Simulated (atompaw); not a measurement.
# Pm (Z = 61): PAW (atompaw) pseudisation with LDA (PW92), scalar-relativistic reference atom.

Input for atompaw 4.2.0.5:

```
Pm 61
LDA-PW scalarrelativistic loggrid 2001 logderivrange -5 5 251
6 6 5 4 0 0
6 0 1.5
6 1 0.5
5 2 0
4 3 5
0 0 0
c
c
c
c
v
v
c
c
c
v
v
c
c
v
v
3
3.00 2.50 2.45 2.90
n
n
y
0.25
n
y
0.15
n
bloechl sinc
bessel
PWSCFOUT
UPFDX 0.0125d0 UPFXMIN -7.d0 UPFZMESH 61.d0
END
```

Command:

```bash
atompaw < Pm.input > Pm.log
```

Resulting log (summary file):

```
Completed calculations for Pm (AE)

 Exchange-correlation type: LDA, Perdew-Wang correlation

 Radial integration grid is logarithmic
 r0 =   1.1058793E-04 h =   6.7458638E-03   n =      2001 rmax =   8.0000000E+01

 Scalar relativistic calculation

 AEatom converged in  38 iterations
   nz     =  61.00
   delta  =       3.174958229812E-15

 All Electron Orbital energies:
  n  l      occupancy      energy
  1  0      2.0000000E+00 -3.3060295E+03
  2  0      2.0000000E+00 -5.3763518E+02
  3  0      2.0000000E+00 -1.1723655E+02
  4  0      2.0000000E+00 -2.3311471E+01
  5  0      2.0000000E+00 -3.1348034E+00
  6  0      1.5000000E+00 -2.9807995E-01
  2  1      6.0000000E+00 -4.8034728E+02
  3  1      6.0000000E+00 -9.9247924E+01
  4  1      6.0000000E+00 -1.7404441E+01
  5  1      6.0000000E+00 -1.7204572E+00
  6  1      5.0000000E-01 -1.1577390E-01
  3  2      1.0000000E+01 -7.4534304E+01
  4  2      1.0000000E+01 -9.0605607E+00
  5  2      0.0000000E+00 -1.7993625E-01
  4  3      5.0000000E+00 -2.1932817E-01

 Total energy
   Total                    :   -20026.94302705374866

 ---
 Completed calculations for Pm (SC)

 Exchange-correlation type: LDA, Perdew-Wang correlation

 Radial integration grid is logarithmic
 r0 =   1.1058793E-04 h =   6.7458638E-03   n =      2001 rmax =   8.0000000E+01

 Scalar relativistic calculation

 SCatom converged in   4 iterations
   nz     =  61.00
   delta  =       4.304118495135E-16

 Valence Electron Orbital energies:
  n  l      occupancy      energy
   5  0      2.0000000E+00 -3.1348034E+00
   6  0      1.5000000E+00 -2.9807995E-01
   5  1      6.0000000E+00 -1.7204572E+00
   6  1      5.0000000E-01 -1.1577390E-01
   5  2      0.0000000E+00 -1.7993625E-01
   4  3      5.0000000E+00 -2.1932817E-01

 Total energy
   Total                    :   -20026.94302707809766
   Valence                  :     -554.66162916899498

 PAW parameters:
       lmax =            3
         rc =    3.0147036244253580
        irc =         1515
   rc_shape =    2.5126949783284545
    rc_vloc =    2.4623529646769131
    rc_core =    2.9147118016843407
   Vloc: truncated form - Vps(r)=A.sin(qr)/r for r<rc
   Projector type: Bloechl + Gram-Schmidt ortho.
   Sinc^2 compensation charge shape zeroed at   2.5127E+00

 Number of basis functions     8
 No.   n  nodes  l      Energy         Cp coeff         Occ
  1    5    4    0   -0.3134803E+01  0.2482075E+01  0.2000000E+01
  2    6    5    0   -0.2980799E+00  0.3211410E+00  0.1500000E+01
  3    5    3    1   -0.1720457E+01  0.3340092E+01  0.6000000E+01
  4    6    4    1   -0.1157739E+00  0.2925836E+01  0.5000000E+00
  5    5    2    2   -0.1799363E+00  0.2619822E+01  0.0000000E+00
  6  999    3    2    0.2500000E+00  0.1743646E+02  0.0000000E+00
  7    4    0    3   -0.2193282E+00  0.1231727E+02  0.5000000E+01
  8  999    1    3    0.1500000E+00  0.1765315E+02  0.0000000E+00

 Eigenvalues of overlap operator (in the basis of projectors):
    1        2.30695434E-02
    2        3.78490870E-01
    3        1.07424636E+00
    4        1.90729412E+00
    5        2.72793885E+00
    6        2.73359116E+00
    7        9.50744931E+00
    8        7.53885889E+01

 Orbital leakage outside PAW augmentation regions
   orb  is_core?  %out_of_sphere
   1 0    T           0.00
   2 0    T           0.00
   3 0    T           0.00
   4 0    T           0.00
   5 0    F           0.60
   6 0    F          80.89
   2 1    T           0.00
   3 1    T           0.00
   4 1    T           0.00
   5 1    F           3.18
   6 1    F          94.75
   3 2    T          -0.00
   4 2    T           0.00
   5 2    F          45.51
   4 3    F           2.05

 Summary of PAW energies
   Total valence energy     :   -554.66162716619658
   Smooth energy            :     29.42690169490200
   One center               :   -584.08852886109855
   Smooth kinetic           :     20.65994114320462
   Vloc energy              :     12.82467116716296
   Smooth exch-corr         :    -10.01166918683386
   One-center xc            :   -433.04857538083400
```

The run took about 10 s on one core of a shared server CPU.
